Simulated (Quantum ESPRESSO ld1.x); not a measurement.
Problem. Sm IV, configuration [Xe] 4f4.75 5f0.25 (fractional occupations, a model configuration). Method: Dirac Kohn-Sham, relativistic LDA (MacDonald-Vosko exchange, VWN5 correlation), spin-unpolarised, spherical densities, point nucleus; open shells fill j = l - 1/2 first; computed with ld1.x of Quantum ESPRESSO 7.5. Some entries of the table are withheld. Estimate them.

orbital,occ.,eigenvalue (eV),<r> (bohr),<1/r> (bohr^-1)
1s1/2,2,-46371.4,0.02283,68.54
2s1/2,2,-7613.33,0.09682,16.30
2p1/2,2,(1),0.08096,16.28
2p3/2,4,(2),0.08755,14.52
3s1/2,2,(3),0.2554,5.924
3p1/2,2,-1528.21,(4),5.843
3p3/2,4,-1407.45,(5),5.399
3d3/2,4,-1113.61,0.2290,5.278
3d5/2,6,-1087.25,0.2329,5.167
4s1/2,2,-364.431,0.5796,2.479
4p1/2,2,-299.730,0.5929,2.375
4p3/2,4,-272.893,0.6217,2.224
4d3/2,4,-165.778,0.6617,2.010
4d5/2,6,-160.934,0.6718,1.972
5s1/2,2,-73.2635,1.371,0.9748
5p1/2,2,-54.9294,1.517,0.8710
5p3/2,4,-50.8811,1.596,0.8199
4f5/2,4.75,-36.0882,0.8840,1.464
4f7/2,0,-35.4704,0.8935,1.449
5f5/2,0.25,-10.3270,4.616,0.2692
5f7/2,0,-10.3076,4.631,0.2687

Solution. 
(1) 2p1/2 eigenvalue (eV): -7226.13
(2) 2p3/2 eigenvalue (eV): -6629.91
(3) 3s1/2 eigenvalue (eV): -1696.32
(4) 3p1/2 <r> (bohr): 0.2448
(5) 3p3/2 <r> (bohr): 0.2576
